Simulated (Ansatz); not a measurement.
`O[SiH2]O[Si](O)(O)O` + `O[SiH](O)S` → `O[SiH2]S[SiH](O)O` + orthosilicic acid  (ligand exchange at the Si–O bond)

Isolated molecules relaxed with PBE0-D4/def2-TZVP in Ansatz; ΔE leaves out vibrations. CCSD(T)/CBS adds triple-zeta CCSD(T) − MP2 to the extrapolated MP2 energy (def2 sets, frozen cores). This one scheme is used for every species. Functionals use def2-TZVPP. B3LYP here is the variant with VWN-RPA as its local correlation; programs differ in this. Each species was taken in one conformer, which may not be the lowest.

`O[SiH2]O[Si](O)(O)O`:

```xyz
13

O     2.333    0.611   -0.635
Si    1.072    1.632   -0.435
O    -0.345    0.794   -0.408
Si   -0.847   -0.615    0.211
O    -1.769   -0.484    1.544
O     0.534   -1.383    0.655
O    -1.741   -1.415   -0.892
H     2.278   -0.198   -0.114
H     1.171    2.389    0.837
H     1.058    2.541   -1.600
H    -2.712   -0.383    1.413
H     0.442   -2.141    1.233
H    -1.472   -1.349   -1.809
```

`O[SiH](O)S`:

Cartesian coordinates in Å:
```
O 1.100 -0.943 0.266
Si 0.022 0.279 0.459
O -1.381 -0.420 0.904
S -0.071 1.457 -1.322
H 1.883 -0.745 -0.251
H 0.378 1.246 1.516
H -1.577 -1.288 0.548
H -0.354 0.414 -2.121
```

`O[SiH2]S[SiH](O)O`:

```xyz
12

O    -0.641    0.913    2.010
Si   -1.654    0.037    1.072
S    -0.603   -1.465   -0.056
Si    0.702   -0.115   -1.057
O     1.568    0.798    0.004
O     1.746   -0.986   -1.961
H     0.159    1.225    1.570
H    -2.380    0.902    0.108
H    -2.590   -0.688    1.955
H    -0.061    0.880   -1.835
H     2.283    0.349    0.462
H     1.471   -1.850   -2.271
```

`O[Si](O)(O)O`:

Z-matrix (Å, degrees):
```
Si
O 1 1.631
O 1 1.631 2 106.4
O 1 1.631 2 106.4 3 -124.1
O 1 1.631 2 115.9 3 118.0
H 2 0.958 1 116.6 3 -36.8
H 3 0.958 1 116.6 2 160.8
H 4 0.958 1 116.6 2 36.8
H 5 0.958 1 116.6 2 81.2
```

| level | ΔE (kJ/mol) | difference from CCSD(T)/CBS |
| --- | --- | --- |
| PBE-D4 | 33.6 | -17.0 |
| ωB97X-V | 50.7 | 0.1 |
| B2PLYP | 55.0 | 4.4 |
| PBE | 35.8 | -14.8 |
| r2SCAN | 45.8 | -4.8 |
| B3LYP | 56.4 | 5.8 |
| HF/def2-TZVPP | 74.7 | 24.1 |
| HF/def2-QZVPP | 77.0 | 26.4 |
| MP2/def2-QZVPP | 47.7 | -2.9 |
| MP2/CBS(def2) | 45.7 | -4.9 |
| CCSD(T)/CBS | 50.6 | 0 |

Largest T1 diagnostic among the species: 0.012.

From PBE to PBE0 (25 % exact exchange), in def2-TZVPP and without D4, ΔE moves by +5.1 kJ/mol. The D4 term adds −3.9 kJ/mol with B3LYP and −1.8 kJ/mol with PBE0; it sums over pairs of atoms, weighted by their polarisabilities, and B3LYP, whose exchange is more repulsive, gets the larger term. In def2-TZVPP, CCSD(T) changes the Hartree–Fock value by −21.2 kJ/mol (the triples alone add −4.6 kJ/mol) and MP2 by −26.1 kJ/mol.
